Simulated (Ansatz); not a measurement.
**Relative stability**

The two ends of one reaction step of GeSiH$_{4}$Cl$_{2}$, closed shell (PBE0-D4/def2-TZVP).

A:

Si1  (-1.259, 0.071, 0.102)
Ge2  (2.341, 0.379, 0.208)
H3  (1.316, -0.529, 1.056)
Cl4  (2.196, -0.898, -1.594)
Cl5  (0.016, 1.681, -0.315)
H6  (-1.295, -0.084, 1.570)
H7  (-2.579, 0.491, -0.421)
H8  (-0.737, -1.111, -0.607)
(Å)

B:

Si1  (-1.019, -0.623, 0.418)
Ge2  (2.154, 0.660, -0.026)
H3  (0.482, -0.676, 0.596)
Cl4  (1.940, 0.093, -2.137)
Cl5  (0.810, 2.407, 0.023)
H6  (-1.556, 0.241, 1.493)
H7  (-1.304, -0.085, -0.929)
H8  (-1.506, -2.017, 0.561)
(Å)

Program: Ansatz 0.2.0. Basis: def2-TZVPP. Cores are frozen in the correlated methods. Filled d shells of the heavier atoms are correlated. The def2 sets are not built for correlating such inner shells, so the correlated values are less sure here. B3LYP uses VWN-RPA correlation.

Which structure is lower at CCSD(T), and by how much? (To be estimated.)

By the calculation: B, by 7.73 kcal/mol (electronic energy, against the other). By their contacts, A is a complex of SiH₃Cl ([SiH3][Cl]) + GeHCl ([Cl][GeH]) and B is a complex of GeCl₂ + SiH₄.

All methods give the same order:

| method | E(B) − E(A) (kcal/mol) |
| --- | --- |
| SPW92 | -7.59 |
| PBE-D4 | -9.48 |
| BLYP-D4 | -10.79 |
| r2SCAN-D4 | -8.75 |
| B97M-V | -8.33 |
| PBE0-D4 | -8.07 |
| B3LYP-D4 | -9.55 |
| r2SCAN0-D4 | -7.71 |
| BHLYP-D4 | -8.09 |
| CAM-B3LYP-D4 | -8.34 |
| wB97X-V | -7.24 |
| wB97M-V | -7.07 |
| B2PLYP | -9.01 |
| PBE-QIDH | -7.05 |
| RPA on PBE | -7.91 |
| HF | -7.71 |
| MP2 | -7.55 |
| CCSD | -7.39 |
| CCSD(T) | -7.73 |

The T1 diagnostic stays at or below 0.013.

Labels in which every atom is bracketed show which atoms are joined, not bond orders.

For scale, one of the runs: CCSD(T)/def2-TZVPP, 230 basis functions, launched by `ansatz run in.yaml --threads 4 --pin off --events-out ev --progress --plain --max-ram 9574MiB`. Hardware: 4 CPU threads of an Arm Neoverse N1, shared host. Wall time 3.3 min; peak host memory 3.5 GiB.
